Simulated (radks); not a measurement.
Question: Numerical settings for the rhodium ion Rh3+, [Kr] 4d6. Method: scalar-relativistic Kohn-Sham, SCAN, spin-polarised, spherical densities, finite nucleus; open shells are filled with parallel spins first (spin-orbit coupling, left out, can overturn this in heavy ions); meta-GGA in the generalised Kohn-Sham scheme; Fermi nuclear charge, rms radius 4.4945 fm; computed with a radial shooting solver on a logarithmic mesh with Libxc functionals. The defaults (mesh step 0.008 in ln r, mesh end at 40 bohr or more with all orbitals vanishing there, Anderson mixing 0.5 over 9 steps, residual threshold near 1e-9 with the energy settled to 1e-9 hartree or 1e-11 of itself, here a cap of 62 iterations) give E = -4783.011 hartree and 4d at -36.955 eV in 15 iterations. Run on one thread of a shared host, so times are rough (Arm Neoverse V1): 0.2 s of CPU time, 0.2 s wall, 15 iterations on 2189 mesh points. One setting is changed at a time: mesh step in ln r 0.2; mesh step in ln r 0.005; mesh step in ln r 0.08; mesh end (bohr) 8; mesh end (bohr) 1; residual threshold 1e-13; residual threshold 0.001; mixing 0.01; linear mixing, mixing 1; linear mixing, mixing 0.5; mixing history 3; iteration cap 5. Which runs fail to converge, and which converge to a wrong energy?

Answer: Not converged within the cap: mesh step in ln r 0.2; mesh step in ln r 0.08; linear mixing, mixing 1; iteration cap 5. Settled on a wrong energy, with an occupied level pushed above zero by the early mesh end: mesh end (bohr) 1 (+139 hartree). Apart from these: no run marked as converged misses the energy by more than 1 mhartree.
